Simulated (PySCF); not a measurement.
H3O4Si, SMILES [O][Si](O)(O)O (connectivity only; charge and spin as stated), charge -1, multiplicity 1. Atoms are numbered in the order given.

```xyz
8

O      0.0000     0.0000     1.6908
Si     0.0000     0.0000     0.1114
O     -1.4828     0.4253    -0.6298
O      1.1097     1.0715    -0.6298
O      0.3731    -1.4968    -0.6298
H     -2.0111     0.9135     0.0093
H      1.7966     1.2850     0.0093
H      0.2145    -2.1984     0.0093
```
Charge -1, spin multiplicity 1.

Geometry optimised at B3LYP-D3(BJ)/def2-SVPD. The multiplicity is an assumed one; other spin states were not compared. The isomer is the one that the SMILES or the coordinates give; other isomers of the formula were not compared. Other conformers were not sampled.

These are PySCF with B3LYP/def2-SVPD values and carry that method's errors.

Isolated molecule, no solvent.

Computed frontier levels, gap, dipole moment and polarisability:
```yaml
highest_occupied_level: -1.81 eV
lowest_empty_level: 3.64 eV
orbital_gap: 5.45 eV
dipole_moment_about_the_centre_of_nuclear_charge: 0.90 D
mean_static_polarisability: 51.3 bohr³ (7.60 Å³)
polarisability_principal_values: 51.0, 51.5, 51.5 bohr³
```
